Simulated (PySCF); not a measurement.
Br (bromine, neutral) across methods

[Ar] 3d10 4s2 4p5, 2P determinant. Calculation: PySCF 2.14, in aug-cc-pVQZ-PP with ECP10MDF; scalar relativity through the core potential. The B2PLYP total includes its PT2 part (frozen core); its orbital energies are those of the SCF part.

```csv
method,E (hartree),mean ε 4s β (eV),mean ε 4p α (eV),mean ε 4p β (eV),Σ⟨r²⟩ (bohr²),⟨S²⟩
PBE0,-416.7827,-21.551,-9.599,-8.728,39.66,0.754
PBE,-416.8067,-19.591,-8.203,-7.411,39.94,0.753
wB97X,-416.8701,-24.340,-11.979,-11.121,39.69,0.753
M06-L,-416.8420,-19.797,-8.398,-7.498,39.29,0.755
UHF,-415.49321,-26.369,-12.961,-11.774,39.73,0.759
r2SCAN,-416.6883,-20.100,-8.618,-7.740,39.46,0.755
LDA,-416.2218,-19.934,-8.297,-7.531,39.90,0.751
BP86,-416.9801,-19.744,-8.287,-7.531,39.83,0.752
B2PLYP,-416.4254,-23.435,-10.785,-9.849,39.79,0.754
```

Energies and moments cover only the electrons outside the core potential.
